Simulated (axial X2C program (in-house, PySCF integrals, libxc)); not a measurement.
# Correcting the dissociation energy of ScBr⁺ for spin–orbit coupling

A spin-free CCSD(T) curve (one-electron X2C) was computed with an in-house all-electron X2C program for linear molecules (integrals from PySCF), basis Br dyall-cv3z [8s9p6d4f1g], Sc dyall-cv3z [10s11p7d5f2g] (cores contracted in-house), for the state M_S = 1/2, Λ = 2 (beyond evenly filled blocks: δ+α). It gives D0 = 3.711 eV to Br + Sc+, which in a spin-free picture are the weighted means of the ground terms.

Correlated methods: 9 electrons correlated (number of frozen shells: Br 3 s, 2 p, 1 d; Sc 3 s, 2 p), 317 virtual spin orbitals or spinors in MP2, 90 natural virtuals in coupled cluster.

Measured levels of the ground terms (NIST Handbook of Basic Atomic Spectroscopic Data), in cm⁻¹: Br 2P: J = 3/2 at 0, J = 1/2 at 3685.2; Sc+ 3D: J = 1 at 0, J = 2 at 67.7, J = 3 at 177.8.

The two components of the molecular doublet are 134 cm⁻¹ apart in the PBE0 2c search (Ω = 3/2 lower), so the lower one lies 67 cm⁻¹ under their mean.

**Question.** How far does each ground level lie under the (2J+1)-weighted mean of its term?

**Answer.** Br: (4 × 0 + 2 × 3685.2)/6 = 1228 cm⁻¹; Sc+: (3 × 0 + 5 × 67.7 + 7 × 177.8)/15 = 106 cm⁻¹.

**Question.** Correct D0.

**Answer.** D0 = 3.711 + (67 − 1334)/8065.5 = 3.554 eV at CCSD(T) with these spin–orbit terms.

Second-order spin–orbit effects in the molecule, which grow quickly with Z, are left out. One determinant describes the state; a PBE0 search over occupations chose it and may have missed a lower one. Dissociation energies refer to the lowest single-determinant-based atoms at the same level and basis. Coupled cluster ran in a truncated set of natural virtual spinors; the MP2 energy of the rest was added. (T) has no such correction and the atoms are truncated less, which lowers De at CCSD(T) by a hundredth of an eV or more. Other states lie close and PBE0, whose exact exchange favours high spin, may order them wrongly; the determinant shown need not be the ground state. The nearest other spin-free determinant of the search, M_S = 1/2, Λ = 0, lies 0.06 eV up at the distance of the search. The outer-core s and p shells of the metal are frozen in the correlated rows, which leaves out core–valence correlation; for alkali and alkaline-earth bonds that tends to lengthen them. With the outer-core shells frozen, correlated bond lengths of heavy atoms tend to come out a few hundredths of an ångström too long.
